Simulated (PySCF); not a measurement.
## Identify the compound

Molecular formula: C$_{4}$H$_{5}$F$_{3}$OSi. Simulated spectra:

1H NMR (600 MHz, computed): δ 10.58 (s, 1H), 7.36 (m, 1H), 4.14 (s, 3H).

13C{1H} NMR (computed): δ 200.0 (CH), 157.9 (C), 151.6 (CH), 130.5 (C).

PySCF calculation with shieldings: GIAO PBE0/pcSseg-1 and structure optimised with GFN2-xTB; single conformer, averaged over atoms made equivalent by symmetry, fast rotation or ring inversion, relativity neglected, no solvent model.

Chemical shifts δ = σref − σ; 1H, 13C against TMS, all at this level.

Q: Deduce the structure.

A: 
1. The formula gives 2 degrees of unsaturation (no ring in the answer).
2. 4 carbon signals for 4 carbons: no two carbons are equivalent.
3. Carbon types of the structure: 2 × C, 2 × CH, leaving 3 H on heteroatoms.
4. δC 200.0: aldehyde carbonyl carbon; the double bond to the heteroatom, with no lone-pair donor beside it, deshields it most.
5. δC 157.9: α carbon of a C=C–C=O unit; the olefinic region.
6. δC 151.6: β carbon of a C=C–C=O unit; conjugation with the carbonyl draws π density from the β position.
7. δC 130.5: CF3 carbon; 3 electronegative neighbours deshield it.
8. δH 10.58: hydrogen on an aldehyde carbonyl carbon; the formyl region, downfield of aromatic protons.
9. δH 7.36: hydrogen on a β carbon of a C=C–C=O unit; attached to an sp2 carbon and in the plane of the double bond.
10. δH 4.14: hydrogen on a silicon bonded to C.

These data were computed for SMILES C(=O)/C([SiH3])=C\C(F)(F)F.

The data come from this structure; uniqueness wasn't tested.

Splittings by 19F in the carbon and heteronuclear signals aren't shown, as no couplings were computed. Shifts are as computed. Against solution values, carbons near 30 ppm lie about +3 ppm off and those near 130 ppm about +5 ppm. Of 1211 compounds with measured shifts, 218 miss one by over three times the rms of a fit or turn the order of signals round; such compounds aren't used in these exercises. No couplings were computed; multiplicities are counted from neighbouring protons, with m where these are inequivalent, close in shift, in a saturated or five-membered ring or joined by F or P, and br s for small geminal =CH2 splittings.
